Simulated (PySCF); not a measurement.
Basis and Hamiltonian dependence of the excitation energy of Co²⁺

Co²⁺ [Ar] 3d7 (4F) → Co²⁺ [Ar] 3d6 4s1, s spin flipped. Calculated with PySCF 2.14 from differences of total energies of unrestricted determinants, without spin-orbit coupling. Values in eV.

```json
{"basis": "aug-cc-pVDZ", "Hamiltonian": "non-relativistic", "functions": "59", "UHF": "6.069", "r2SCAN": "7.491", "PBE0": "7.310", "MP2 (valence)": "7.174"}
{"basis": "aug-cc-pVDZ-DK", "Hamiltonian": "spin-free X2C", "functions": "59", "UHF": "5.583", "r2SCAN": "6.996", "PBE0": "6.815", "MP2 (valence)": "6.682"}
{"basis": "x2c-TZVPPall", "Hamiltonian": "spin-free X2C", "functions": "64", "UHF": "5.388", "r2SCAN": "6.911", "PBE0": "6.771", "MP2 (valence)": "6.610"}
{"basis": "aug-cc-pVTZ-DK", "Hamiltonian": "spin-free X2C", "functions": "93", "UHF": "5.335", "r2SCAN": "6.847", "PBE0": "6.668", "MP2 (valence)": "6.539"}
{"basis": "aug-cc-pVTZ", "Hamiltonian": "non-relativistic", "functions": "93", "UHF": "5.822", "r2SCAN": "7.344", "PBE0": "7.165", "MP2 (valence)": "7.037"}
{"basis": "x2c-QZVPPall", "Hamiltonian": "spin-free X2C", "functions": "103", "UHF": "5.333", "r2SCAN": "6.856", "PBE0": "6.676", "MP2 (valence)": "6.556"}
{"basis": "aug-cc-pwCVTZ", "Hamiltonian": "non-relativistic", "functions": "127", "UHF": "5.818", "r2SCAN": "7.349", "PBE0": "7.169", "MP2 (valence)": "7.094"}
{"basis": "aug-cc-pVQZ", "Hamiltonian": "non-relativistic", "functions": "140", "UHF": "5.825", "r2SCAN": "7.355", "PBE0": "7.172", "MP2 (valence)": "7.115"}
```

Estimate the row for x2c-TZVPPall with one added diffuse shell each of s, p, d, f type (spin-free X2C, 80 functions).

From the rows with the same Hamiltonian and similar size; the calculation gives UHF 5.38; r2SCAN 6.90; PBE0 6.76; MP2 (valence) 6.59 (eV).

Frozen in the all-electron rows: valence: [Ar].

In the upper determinant the s electron has its spin opposite to the other open shell, which mixes two multiplicities. Non-relativistic rows lack the scalar-relativistic shift.
